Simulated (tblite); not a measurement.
Species: C₄H₉F₃OSi₂.
SMILES with atom numbers: `[O:1]=[C:2]([CH2:3][CH:4]([SiH3:5])[SiH3:6])[C:7]([F:8])([F:9])[F:10]` (hydrogens: H11, H12 on C3; H13 on C4; H14, H15, H16 on Si5; H17, H18, H19 on Si6)

Structure optimised with GFN2-xTB, isolated species.

(1) Give the optimised bond lengths and angles.

Results:

(1) 
```tsv
bond	length (bohr)
O1=C2	2.263
C2–C3	2.806
C3–C4	2.884
C4–Si5	3.626
C4–Si6	3.607
C2–C7	2.943
C7–F8	2.511
C7–F9, C7–F10	2.538
C3–H11, C3–H12	2.073
C4–H13	2.066
Si5–H14, Si5–H16, Si6–H19	2.773
Si5–H15, Si6–H17, Si6–H18	2.757
```

Bonds in one row agree within 0.02 bohr and their mean is given. A selection of angles:
```tsv
angle	degrees
O1–C2–C3	126.4
O1–C2–C7	120.1
C3–C2–C7	113.5
C2–C3–C4	112.0
C2–C3–H11	105.3
C2–C3–H12	109.7
C4–C3–H11	110.4
C4–C3–H12	112.6
H11–C3–H12	106.4
C3–C4–Si5	112.0
C3–C4–Si6	110.4
C3–C4–H13	106.6
Si5–C4–Si6	113.3
Si5–C4–H13	107.0
C4–Si5–H14	108.8
C4–Si5–H15	113.4
C4–Si5–H16	105.2
H14–Si5–H15	112.9
H14–Si5–H16	107.6
C4–Si6–H19	108.0
H17–Si6–H18	111.3
H17–Si6–H19	110.0
C2–C7–F8	113.1
C2–C7–F9	110.7
F8–C7–F9	107.6
```

Torsions: O1–C2–C3–C4 20° (synperiplanar); C2–C3–C4–Si5 -51° (synclinal); O1–C2–C7–F8 5° (synperiplanar). The mirror-image conformer, all signs reversed, is as good.

Of the pairs four or more bonds apart, O1···Si5 is among the closest relative to their van der Waals radii: 2.76 Å, 76 % of the sum of Bondi's values. The C–C distances run from 1.485 Å (C2–C3, drawn single) to 1.557 Å (C2–C7, drawn single), a spread of 0.072 Å. Si5 (SiH3 silicon) is distorted tetrahedral (angles from 105.2° to 113.4°).

Point group: C1 (no symmetry element, even within 0.4 Å). Its GFN2-xTB frequencies are all real (lowest 22 cm⁻¹). One conformer, not necessarily the lowest. 3 starts were optimised and ended at 0.00, 0.52 and 0.91 kcal/mol (GFN2-xTB); the lowest of these is shown.

All values are computed, not measured.
